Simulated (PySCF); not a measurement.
# Dipole response of Xe⁺ (xenon, charge +1)

[Kr] 4d10 5s2 5p5, 2P determinant. All numbers are calculated (PySCF 2.14, the spin-free X2C one-electron Hamiltonian (Gaussian nucleus), in x2c-QZVPPall with one added diffuse shell each of s, p, d, f type (14s10p8d5f1g, 128 functions)). Coupled (time-dependent) response in atomic units; α is the mean over directions.

```json
{"method": "BP86", "mean α (bohr³)": "18.33", "α xx, yy, zz": "17.61, 18.69, 18.69", "C₆ (like pair)": "160.2", "S(−4)": "55.10"}
```

S(−4) is the Cauchy moment in α(ω) = α(0) + S(−4) ω² + …

Spin-orbit coupling is absent.

α(iu) at BP86:

```csv
u (hartree),α(iu) (bohr³)
0,18.33
0.0500,18.20
0.100,17.80
0.200,16.40
0.300,14.56
0.500,10.89
0.750,7.536
1.00,5.432
1.50,3.231
2.00,2.194
3.00,1.259
5.00,0.6012
```

For an ion, C₆ is the dispersion term alone; charge-induced terms of lower order in 1/R come first.

The components differ because the open shell of this determinant is not spherical; for a pure term their mean is the scalar polarisability.
